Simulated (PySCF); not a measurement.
From computed data to an observable: oscillator strength and radiative lifetime

AlFH4OSi, SMILES [F][AlH][O][SiH3].

The structure is a stationary point at B3LYP-D3(BJ)/def2-SVP. One conformer was computed; it need not be the lowest.

PySCF with TDDFT-ωB97X/def2-SVPD puts the first singlet state with f over 0.02 at 7.73 eV (vertical), with the transition dipole (-0.133, -0.270, 0.421) in atomic units.

Question: Find the oscillator strength, the wavelength and the radiative lifetime that this transition would have in vacuum if emission retraced absorption.

Answer: 
|μ|² = 0.2678 au, so |μ| = 1.32 D. ΔE = 7.73/27.211 = 0.2841 hartree. f = (2/3) ΔE |μ|² = 0.051 (the program prints 0.051).
λ = 1239.84/7.73 = 160 nm; ν = 62347 cm⁻¹.
Einstein's coefficient A = 0.6670 ν² f s⁻¹ (ν in cm⁻¹) = 1.3e8 s⁻¹, so τ = 1/A = 7.6 ns. This state is S3; the lower singlets have f = 0.006, 0.002. The figure is the radiative limit of this one transition; relaxation, internal conversion, crossing to triplets and a medium change what is measured.
